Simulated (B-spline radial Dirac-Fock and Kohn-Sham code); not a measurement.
## Elastic and transport cross sections of iodine for electrons

Calculated with a B-spline atomic structure program, using relativistic (Dirac) partial waves in the static field of the Dirac-Fock atom with Furness-McCarthy exchange, without polarisation or absorption potentials. Below a few hundred eV the neglected polarisation potential matters, most of all at small angles. σ_tr1 and σ_tr2 weight the cross section with 1 − P₁ and 1 − P₂ of cos θ; "backward" is the share scattered beyond 90°.

```
energy (eV)  σ (a₀²)  σ_tr1 (a₀²)  σ_tr2 (a₀²)  σ/σ_tr1  backward (%)
        207     17.6         6.85         8.59     2.58            14
        211     17.6         6.81         8.50     2.59            14
        222        ?            ?            ?        ?             ?
        238     17.5         6.53         7.85     2.68            14
        300     16.7         5.88         6.43     2.84            15
        334     16.2         5.54         5.77     2.92            15
        471     14.3         4.37         4.02     3.26            14
        500     13.9         4.16         3.78     3.34            14
        592     12.9         3.60         3.19     3.59            13
        705     11.9         3.05         2.70     3.91            12
        833     11.0         2.58         2.32     4.27            10
        914     10.6         2.34         2.14     4.51           9.5
       1000     10.1         2.12         1.98     4.77           8.8
       1070     9.79         1.97         1.87     4.97           8.3
       1180     9.33         1.76         1.72     5.30           7.6
       1220     9.18         1.69         1.67     5.42           7.4
       1500     8.30         1.32         1.40     6.26           6.1
       1550     8.16         1.27         1.36     6.41           5.9
```

Question: Fill in the row for 222 eV.

Answer: σ = 17.6 a₀², σ_tr1 = 6.69 a₀², σ_tr2 = 8.24 a₀², σ/σ_tr1 = 2.63, backward 14 %. The ratio σ/σ_tr1 is roughly the number of elastic collisions that randomise the direction.
